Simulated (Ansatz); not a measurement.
This geometry of CH7B2N (11 atoms, charge 0, multiplicity 1) is a first-order saddle point.

Level of theory: Ansatz 0.2.0, RKS r2SCAN-D4/def2-SVP.

```xyz
11
Properties=species:S:1:pos:R:3
C -0.811 1.551 0.555
B -0.739 0.216 -0.262
B 0.619 -0.703 -0.601
N 0.976 -1.837 0.287
H -1.729 1.648 1.156
H -0.896 2.337 -0.225
H 0.066 1.803 1.170
H -1.792 -0.172 -0.745
H 1.299 -0.457 -1.599
H 1.049 -2.677 -0.300
H 1.957 -1.709 0.564
```

Task: Which two structures does it join? (They come from a converged band through this point; their orientation in space is the band's.)

Result: No bond is made or broken. The dihedral B2–B3–N4–H10 goes from 179 to 0°. The two ends are copies of one structure, up to a mirror image or an exchange of like atoms.

First end point:

```xyz
11
Properties=species:S:1:pos:R:3
C -0.533 1.634 0.536
B -0.782 0.231 -0.120
B 0.419 -0.808 -0.682
N 1.020 -1.875 -0.007
H -1.289 1.906 1.292
H -0.696 2.357 -0.292
H 0.477 1.823 0.931
H -1.950 -0.042 -0.351
H 0.815 -0.613 -1.822
H 1.733 -2.462 -0.425
H 0.787 -2.153 0.939
```

Last end point:

```xyz
11
Properties=species:S:1:pos:R:3
C -0.528 1.641 0.524
B -0.776 0.237 -0.130
B 0.424 -0.811 -0.676
N 1.008 -1.883 0.006
H -1.279 1.901 1.290
H -0.706 2.368 -0.295
H 0.484 1.834 0.913
H -1.943 -0.033 -0.368
H 0.837 -0.620 -1.811
H 0.759 -2.158 0.949
H 1.722 -2.476 -0.401
```

Task: How far does it lie above each of them?

Result: 1.31 eV above the first and 1.31 eV above the second. This is the barrier of this one path; another mechanism may lie lower.

Run time: 2.9 min on 2 threads of Arm Neoverse V1 (shared host), peak memory 0.14 GiB.
